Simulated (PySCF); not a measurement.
## Atomic charges by several schemes

Species: C5H14OSSi2.
Atom-mapped SMILES: `[OH:1][Si@H:2]([CH2:3][CH:4]1[CH2:5][CH2:6][CH2:7]1)[SiH2:8][SH:9]` (hydrogens: H10 on O1; H11 on Si2; H12, H13 on C3; H14 on C4; H15, H16 on C5; H17, H18 on C6; H19, H20 on C7; H21, H22 on Si8; H23 on S9)

Structure used (GFN2-xTB), in Å, numbered top down from 1:
```
atom  x, y, z in Å
O1     1.692   -2.280   -0.565
Si2    1.732   -1.092    0.553
C3     0.010   -0.749    1.307
C4    -1.096   -0.621    0.272
C5    -1.067    0.617   -0.642
C6    -2.557    0.852   -0.349
C7    -2.482   -0.182    0.784
Si8    2.617    0.564   -0.765
S9     2.422    2.434    0.314
H10    1.329   -3.143   -0.382
H11    2.587   -1.519    1.677
H12    0.051    0.169    1.895
H13   -0.258   -1.548    2.004
H14   -1.164   -1.544   -0.311
H15   -0.435    1.410   -0.244
H16   -0.804    0.441   -1.683
H17   -3.204    0.536   -1.165
H18   -2.831    1.862   -0.054
H19   -3.258   -0.945    0.793
H20   -2.429    0.279    1.770
H21    4.058    0.461   -1.029
H22    2.005    0.843   -2.068
H23    3.076    3.181   -0.557
```

Density: PBE0/pcSseg-1 (PySCF); schemes: Mulliken, IAO, Hirshfeld and ESP-fitted. Isolated species at its GFN2-xTB geometry (one conformer only).

Q: Give the atomic charges in each scheme.

A: In e:

| atom | environment | Mulliken | IAO | Hirshfeld | ESP-fitted |
| --- | --- | --- | --- | --- | --- |
| O1 | silanol oxygen | -0.567 | -0.795 | -0.306 | -0.729 |
| Si2 | oxygen-bound silicon | +0.805 | +0.888 | +0.344 | +0.843 |
| C3 | sp3 carbon bound to silicon | -0.479 | -0.553 | -0.164 | -0.773 |
| C4 | four-membered-ring carbon | -0.372 | -0.100 | -0.025 | +0.500 |
| C5 | four-membered-ring carbon | -0.194 | -0.274 | -0.076 | -0.210 |
| C6 | four-membered-ring carbon | -0.212 | -0.262 | -0.070 | -0.065 |
| C7 | four-membered-ring carbon | -0.123 | -0.268 | -0.073 | -0.178 |
| Si8 | SiH2 silicon | +0.171 | +0.372 | +0.224 | +0.018 |
| S9 | sulfur bonded to Si and H | -0.409 | -0.346 | -0.160 | -0.461 |
| H10 | hydroxyl hydrogen | +0.244 | +0.364 | +0.179 | +0.439 |
| H11 | Si–H hydrogen | -0.097 | -0.144 | -0.088 | -0.184 |
| H12 | methylene hydrogen | +0.142 | +0.146 | +0.038 | +0.231 |
| H13 | methylene hydrogen | +0.146 | +0.144 | +0.039 | +0.136 |
| H14 | methine hydrogen | +0.107 | +0.123 | +0.031 | -0.061 |
| H15 | methylene hydrogen | +0.141 | +0.135 | +0.025 | +0.066 |
| H16 | methylene hydrogen | +0.131 | +0.134 | +0.034 | +0.036 |
| H17 | methylene hydrogen | +0.115 | +0.135 | +0.038 | +0.039 |
| H18 | methylene hydrogen | +0.120 | +0.135 | +0.037 | +0.041 |
| H19 | methylene hydrogen | +0.118 | +0.131 | +0.034 | +0.026 |
| H20 | methylene hydrogen | +0.107 | +0.131 | +0.037 | +0.047 |
| H21 | Si–H hydrogen | -0.029 | -0.100 | -0.079 | -0.022 |
| H22 | Si–H hydrogen | -0.026 | -0.100 | -0.074 | 0.000 |
| H23 | S–H hydrogen | +0.159 | +0.104 | +0.056 | +0.261 |

Mean size of the charges over all atoms: IAO 0.256 e, ESP-fitted 0.233 e, Mulliken 0.218 e, Hirshfeld 0.097 e. Each set sums to the total charge, 0, to within 0.001 e. The Mulliken scheme counts on each atom the diagonal of the density matrix times the overlap matrix over that atom's basis functions.

Lowest charge. The schemes don't all agree: Mulliken O1 (-0.567); IAO O1 (-0.795); Hirshfeld O1 (-0.306); ESP-fitted C3 (-0.773).

Highest charge. All schemes agree: Mulliken Si2 (+0.805); IAO Si2 (+0.888); Hirshfeld Si2 (+0.344); ESP-fitted Si2 (+0.843).

Q: How many electrons does the ESP-fitted scheme count on C3?

A: Z − q = 6 − (-0.773) = 6.773.

Q: How closely do the schemes follow one another over all atoms?

A: Correlation coefficient and root-mean-square difference: IAO with Hirshfeld 0.97, 0.208 e; Mulliken with IAO 0.96, 0.103 e; Mulliken with Hirshfeld 0.91, 0.174 e; IAO with ESP-fitted 0.86, 0.180 e; Hirshfeld with ESP-fitted 0.83, 0.248 e; Mulliken with ESP-fitted 0.79, 0.214 e.

Q: Sum the charges by element, for elements with more than one atom.

A: 
```json
{"element": "Si", "atoms": "2", "Mulliken": "+0.976", "IAO": "+1.260", "Hirshfeld": "+0.567", "ESP-fitted": "+0.861"}
{"element": "C", "atoms": "5", "Mulliken": "-1.379", "IAO": "-1.457", "Hirshfeld": "-0.410", "ESP-fitted": "-0.726"}
{"element": "H", "atoms": "14", "Mulliken": "+1.379", "IAO": "+1.338", "Hirshfeld": "+0.308", "ESP-fitted": "+1.054"}
```

These values come from a run that also computed NMR shieldings. On an Arm Neoverse N1 with one thread, no GPU, shared host with 64 logical CPUs at a one-minute load of 60, this took 1.9 min of wall time and 1.2 GiB of memory at its peak.
